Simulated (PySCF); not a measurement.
**How methods differ on the excitation energy of Fe²⁺**

Fe²⁺ [Ar] 3d6 (5D) → Fe²⁺ [Ar] 3d5 4p1 (7P), as a difference of total energies. Calculation: PySCF 2.14, in def2-TZVPPD (6s6p4d2f1g, 67 functions); no relativity, point nucleus. Correlated levels: valence and next inner shell: [Ne] frozen. The calculations carry no spin-orbit coupling.

| method | excitation energy (eV) |
| --- | --- |
| UHF | 8.747 |
| MP2 (valence and next inner shell) | 10.291 |
| SCS-MP2 (valence and next inner shell) | 10.423 |
| CCSD (valence and next inner shell) | 10.045 |
| CCSD(T) (valence and next inner shell) | 10.074 |

How much does correlation contribute at CCSD(T) (valence and next inner shell)?

10.074 − (8.747) = 1.327 eV, measured against UHF.

A first-order spin-orbit estimate (lowest level to lowest level, LS coupling) adds 0.009 eV.
